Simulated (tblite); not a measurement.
Record of a relaxation.

Species: C4H9GeP.
Numbering: `[CH3:1][Ge:2]([CH3:3])([CH3:4])[C:5]#[P:6]` (hydrogens: H7, H8, H9 on C1; H10, H11, H12 on C3; H13, H14, H15 on C4)

Computed with GFN2-xTB (tblite), gas phase: L-BFGS steps from a force-field or distance-geometry start until the largest atomic force falls under 0.01 eV/Å. 10 of its 27 geometries are shown.

Step 0: E = -476.1744 eV, largest atomic force 1.813 eV/Å
```
atom  x, y, z in Å  |  force x, y, z in eV/Å
C1      0.519    1.699    0.604   -0.018   0.875   0.443
Ge2    -0.112   -0.088    0.178    0.153  -0.176   0.511
C3     -1.356   -0.022   -1.288   -1.151   0.102  -0.714
C4      1.409   -1.195   -0.315    0.587  -0.796   0.353
C5     -0.963   -0.836    1.714    0.782   0.694  -1.432
P6     -1.663   -1.438    2.940   -0.819  -0.711   1.453
H7     -0.355    2.338    0.883    0.894  -0.321  -0.177
H8      1.235    1.663    1.453   -0.488   0.251  -0.615
H9      1.016    2.132   -0.284   -0.244  -0.108   0.610
H10    -1.722   -1.044   -1.524    0.142   0.773  -0.032
H11    -0.866    0.414   -2.182   -0.446  -0.313   0.491
H12    -2.235    0.612   -1.006    0.644  -0.553  -0.460
H13     2.122   -1.243    0.548   -0.453  -0.079  -0.941
H14     1.060   -2.227   -0.547    0.499   0.716   0.091
H15     1.906   -0.758   -1.194   -0.082  -0.354   0.420
```

Step 3: E = -476.3333 eV, largest atomic force 0.256 eV/Å
```
atom  x, y, z in Å  |  force x, y, z in eV/Å
C1      0.520    1.718    0.613   -0.047  -0.086   0.004
Ge2    -0.106   -0.090    0.186   -0.029  -0.010   0.018
C3     -1.381   -0.020   -1.304    0.047  -0.021   0.129
C4      1.422   -1.211   -0.309   -0.076   0.024   0.047
C5     -0.962   -0.834    1.709    0.020   0.023  -0.050
P6     -1.670   -1.444    2.953   -0.103  -0.090   0.186
H7     -0.330    2.335    0.880    0.101   0.209   0.068
H8      1.222    1.675    1.437    0.029   0.212   0.029
H9      1.009    2.131   -0.264    0.022   0.125   0.095
H10    -1.722   -1.023   -1.530   -0.146   0.022  -0.178
H11    -0.883    0.405   -2.169   -0.143  -0.025  -0.070
H12    -2.223    0.599   -1.023   -0.158   0.010  -0.185
H13     2.116   -1.249    0.522    0.191  -0.142  -0.094
H14     1.078   -2.211   -0.546    0.188  -0.107  -0.049
H15     1.905   -0.773   -1.179    0.104  -0.144   0.049
```

Step 6: E = -476.3718 eV, largest atomic force 0.237 eV/Å
```
atom  x, y, z in Å  |  force x, y, z in eV/Å
C1      0.516    1.718    0.619    0.044   0.202   0.080
Ge2    -0.110   -0.093    0.193   -0.051  -0.031   0.052
C3     -1.388   -0.023   -1.297   -0.178   0.007  -0.157
C4      1.421   -1.218   -0.302    0.176  -0.143  -0.017
C5     -0.971   -0.840    1.722   -0.005  -0.002   0.007
P6     -1.679   -1.452    2.968   -0.005  -0.005   0.012
H7     -0.307    2.369    0.891   -0.068   0.053   0.033
H8      1.224    1.713    1.439    0.058  -0.006   0.093
H9      1.011    2.151   -0.244    0.029   0.015  -0.082
H10    -1.746   -1.013   -1.559   -0.051  -0.063   0.003
H11    -0.910    0.398   -2.176    0.055   0.035  -0.037
H12    -2.246    0.596   -1.057   -0.055   0.006   0.019
H13     2.146   -1.274    0.501    0.052  -0.036   0.084
H14     1.113   -2.226   -0.553   -0.028  -0.097   0.006
H15     1.922   -0.799   -1.167    0.027   0.064  -0.097
```

Step 9: E = -476.3815 eV, largest atomic force 0.122 eV/Å
```
atom  x, y, z in Å  |  force x, y, z in eV/Å
C1      0.518    1.734    0.627    0.016   0.005  -0.002
Ge2    -0.113   -0.095    0.197    0.068   0.046  -0.090
C3     -1.403   -0.024   -1.307    0.018  -0.007  -0.011
C4      1.434   -1.230   -0.302    0.015   0.010  -0.031
C5     -0.974   -0.842    1.726   -0.013  -0.009   0.019
P6     -1.681   -1.454    2.974    0.015   0.012  -0.024
H7     -0.307    2.385    0.898   -0.009   0.005   0.012
H8      1.230    1.725    1.448   -0.009  -0.002   0.010
H9      1.013    2.159   -0.244   -0.018  -0.010   0.023
H10    -1.759   -1.016   -1.568   -0.026  -0.014   0.010
H11    -0.914    0.399   -2.181    0.001   0.003   0.004
H12    -2.260    0.597   -1.066   -0.030  -0.002   0.014
H13     2.161   -1.286    0.503   -0.008  -0.021   0.018
H14     1.122   -2.240   -0.554    0.003  -0.004   0.022
H15     1.929   -0.803   -1.172   -0.022  -0.013   0.024
```

Step 12: E = -476.3822 eV, largest atomic force 0.055 eV/Å
```
atom  x, y, z in Å  |  force x, y, z in eV/Å
C1      0.519    1.736    0.628   -0.009  -0.002   0.008
Ge2    -0.109   -0.093    0.191   -0.017  -0.011   0.019
C3     -1.403   -0.024   -1.308   -0.010   0.001   0.004
C4      1.436   -1.231   -0.303   -0.005  -0.006   0.016
C5     -0.974   -0.842    1.725    0.025   0.021  -0.044
P6     -1.681   -1.454    2.973    0.015   0.013  -0.024
H7     -0.308    2.386    0.900    0.002  -0.005   0.007
H8      1.229    1.725    1.449   -0.005   0.001   0.008
H9      1.013    2.159   -0.243    0.005   0.020   0.006
H10    -1.761   -1.017   -1.567   -0.005   0.007   0.007
H11    -0.914    0.400   -2.182   -0.018  -0.003  -0.009
H12    -2.262    0.596   -1.065    0.008  -0.015   0.003
H13     2.160   -1.288    0.504   -0.006  -0.008   0.002
H14     1.122   -2.240   -0.553    0.000  -0.002   0.009
H15     1.929   -0.803   -1.172    0.019  -0.011  -0.011
```

Step 14: E = -476.3827 eV, largest atomic force 0.072 eV/Å
```
atom  x, y, z in Å  |  force x, y, z in eV/Å
C1      0.518    1.736    0.630    0.007   0.017  -0.001
Ge2    -0.106   -0.090    0.187   -0.051  -0.025   0.045
C3     -1.405   -0.025   -1.309   -0.010   0.001  -0.008
C4      1.437   -1.232   -0.302    0.012  -0.013  -0.004
C5     -0.971   -0.839    1.720    0.012   0.007  -0.017
P6     -1.677   -1.451    2.968    0.019   0.017  -0.033
H7     -0.307    2.386    0.902   -0.014  -0.008   0.006
H8      1.228    1.726    1.452    0.000  -0.008   0.007
H9      1.012    2.162   -0.240    0.013   0.027   0.003
H10    -1.765   -1.016   -1.566    0.016  -0.002   0.003
H11    -0.918    0.399   -2.183   -0.027  -0.008  -0.013
H12    -2.264    0.593   -1.064    0.009   0.008   0.011
H13     2.159   -1.292    0.506    0.007   0.014   0.010
H14     1.123   -2.242   -0.549   -0.019  -0.009  -0.006
H15     1.930   -0.807   -1.172    0.026  -0.019  -0.001
```

Step 17: E = -476.3835 eV, largest atomic force 0.053 eV/Å
```
atom  x, y, z in Å  |  force x, y, z in eV/Å
C1      0.518    1.739    0.632    0.004   0.004  -0.009
Ge2    -0.104   -0.088    0.182    0.030   0.020  -0.039
C3     -1.407   -0.026   -1.310   -0.002   0.002  -0.001
C4      1.439   -1.235   -0.302   -0.001  -0.004  -0.005
C5     -0.965   -0.834    1.709   -0.015  -0.014   0.026
P6     -1.671   -1.445    2.957   -0.014  -0.012   0.027
H7     -0.309    2.386    0.907   -0.011  -0.011  -0.001
H8      1.226    1.726    1.456   -0.003  -0.011  -0.006
H9      1.013    2.170   -0.234    0.010   0.024   0.013
H10    -1.769   -1.017   -1.564    0.022  -0.014  -0.002
H11    -0.926    0.398   -2.187   -0.026  -0.007  -0.017
H12    -2.266    0.590   -1.061    0.001   0.025   0.012
H13     2.159   -1.296    0.509    0.002   0.025  -0.001
H14     1.122   -2.245   -0.545   -0.018   0.002  -0.012
H15     1.936   -0.814   -1.172    0.021  -0.028   0.015
```

Step 20: E = -476.3848 eV, largest atomic force 0.067 eV/Å
```
atom  x, y, z in Å  |  force x, y, z in eV/Å
C1      0.519    1.745    0.634   -0.009  -0.018  -0.002
Ge2    -0.098   -0.083    0.169    0.055   0.019  -0.034
C3     -1.413   -0.026   -1.313    0.008   0.007  -0.001
C4      1.443   -1.241   -0.301   -0.011   0.015   0.005
C5     -0.958   -0.828    1.697   -0.007  -0.004   0.011
P6     -1.663   -1.439    2.945   -0.028  -0.025   0.051
H7     -0.316    2.382    0.914    0.012  -0.008  -0.011
H8      1.221    1.722    1.463   -0.005  -0.003  -0.007
H9      1.018    2.190   -0.223   -0.002   0.019   0.010
H10    -1.770   -1.022   -1.560   -0.011   0.006   0.015
H11    -0.946    0.395   -2.199   -0.002   0.013  -0.020
H12    -2.268    0.591   -1.053    0.001  -0.018  -0.006
H13     2.157   -1.296    0.515   -0.026  -0.014  -0.007
H14     1.115   -2.249   -0.541    0.014   0.016   0.016
H15     1.953   -0.833   -1.169    0.012  -0.007  -0.020
```

Step 23: E = -476.3853 eV, largest atomic force 0.043 eV/Å
```
atom  x, y, z in Å  |  force x, y, z in eV/Å
C1      0.519    1.746    0.634    0.009   0.006  -0.003
Ge2    -0.092   -0.079    0.163   -0.030  -0.015   0.027
C3     -1.413   -0.025   -1.315    0.009   0.003  -0.009
C4      1.444   -1.242   -0.302    0.013   0.005  -0.015
C5     -0.956   -0.827    1.694   -0.002  -0.003   0.008
P6     -1.661   -1.437    2.943    0.006   0.005  -0.011
H7     -0.317    2.380    0.916   -0.004  -0.003  -0.005
H8      1.219    1.721    1.464    0.002  -0.004   0.003
H9      1.019    2.199   -0.218    0.001   0.011  -0.001
H10    -1.771   -1.022   -1.556   -0.004   0.007   0.012
H11    -0.955    0.395   -2.205   -0.001   0.007  -0.008
H12    -2.269    0.590   -1.050    0.001  -0.010  -0.002
H13     2.154   -1.298    0.517   -0.006  -0.008   0.010
H14     1.114   -2.249   -0.538    0.001   0.000   0.008
H15     1.960   -0.841   -1.170    0.006  -0.001  -0.014
```

Step 26: E = -476.3854 eV, largest atomic force 0.002 eV/Å
```
atom  x, y, z in Å  |  force x, y, z in eV/Å
C1      0.520    1.747    0.634    0.001   0.001   0.000
Ge2    -0.093   -0.080    0.163   -0.002   0.000  -0.001
C3     -1.413   -0.025   -1.316    0.000   0.001   0.000
C4      1.445   -1.242   -0.303    0.000  -0.001   0.000
C5     -0.956   -0.827    1.694    0.001   0.000   0.001
P6     -1.661   -1.437    2.943    0.001   0.001  -0.001
H7     -0.317    2.379    0.916   -0.002  -0.001   0.000
H8      1.219    1.720    1.465    0.001   0.000   0.000
H9      1.019    2.202   -0.216    0.000   0.000   0.000
H10    -1.772   -1.022   -1.555    0.002   0.001   0.001
H11    -0.957    0.395   -2.208    0.000   0.000   0.002
H12    -2.269    0.588   -1.050   -0.001   0.001  -0.002
H13     2.153   -1.299    0.518    0.000   0.001   0.000
H14     1.114   -2.249   -0.536    0.001  -0.001  -0.001
H15     1.962   -0.843   -1.171    0.000  -0.001   0.001
```

Problem. Summarise the path.

Solution. The energy falls by 0.2110 eV from step 0 to step 26; nine tenths of that is first reached at step 6. It never rises by more than 0.2 meV. The largest force goes from 1.813 to 0.002 eV/Å. Among the bonds Ge2–C3 changes most, from 1.924 to 1.983 Å; the atoms move by 0.066 Å rms after alignment.

Problem. Follow the three bonds and two angles with the largest change from start to end.

Solution. 
```csv
step,E above end (eV),largest force (eV/Å),Ge2–C3 (Å),C1–Ge2 (Å),Ge2–C4 (Å),Ge2–C1–H7 (°),Ge2–C4–H13 (°)
0,0.2110,1.813,1.924,1.943,1.945,109.0,109.1
1,0.1173,2.293,1.950,1.956,1.955,108.9,108.8
2,0.0623,0.317,1.964,1.963,1.961,108.9,108.7
3,0.0521,0.256,1.962,1.961,1.959,109.2,109.0
5,0.0218,0.293,1.958,1.958,1.957,110.9,110.8
6,0.0136,0.237,1.964,1.963,1.963,111.5,111.4
7,0.0082,0.186,1.972,1.971,1.971,111.7,111.6
8,0.0050,0.148,1.979,1.979,1.979,111.5,111.5
9,0.0039,0.122,1.982,1.983,1.983,111.4,111.4
10,0.0035,0.063,1.983,1.983,1.983,111.4,111.3
11,0.0034,0.050,1.983,1.983,1.983,111.4,111.3
12,0.0032,0.055,1.982,1.982,1.982,111.5,111.4
14,0.0027,0.072,1.982,1.981,1.980,111.6,111.5
15,0.0024,0.044,1.982,1.981,1.981,111.6,111.5
16,0.0022,0.039,1.982,1.982,1.982,111.6,111.5
17,0.0019,0.053,1.982,1.983,1.983,111.5,111.5
18,0.0016,0.094,1.982,1.984,1.984,111.4,111.4
19,0.0011,0.105,1.982,1.984,1.984,111.3,111.3
20,0.0006,0.067,1.982,1.984,1.984,111.2,111.2
21,0.0004,0.029,1.982,1.983,1.983,111.2,111.2
23,0.0001,0.043,1.983,1.982,1.982,111.2,111.1
24,0.0000,0.034,1.983,1.982,1.982,111.1,111.1
25,0.0000,0.013,1.983,1.983,1.982,111.1,111.0
26,0.0000,0.002,1.983,1.983,1.983,111.1,111.0
```
